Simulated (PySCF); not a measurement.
H4HfO2, SMILES [HfH2]([OH])[OH], multiplicity 1.

Geometry optimised at PBE0-D3(BJ)/def2-TZVP. The multiplicity is an assumed one; other spin states were not compared. The def2 effective core potentials stand for the cores of Hf; spin–orbit coupling is left out. Other conformers were not sampled.

These are ωB97X/def2-TZVPD run with PySCF values and carry that method's errors.

Isolated molecule, no solvent.

| Quantity | Value |
|---|---|
| total energy | -201.03096 hartree |
| point group | C2v |
| highest occupied level | -10.18 eV |
| lowest empty level | 0.84 eV |
| orbital gap | 11.02 eV |
| dipole moment | 3.27 D |
| quadrupole, principal values (traceless, Buckingham form, about the centre of nuclear charge) | -9.58, 2.92, 6.67 D·Å |
| mean static polarisability | 53.4 bohr³ (7.92 Å³) |
| polarisability, principal values | 51.9, 53.4, 54.9 bohr³ |
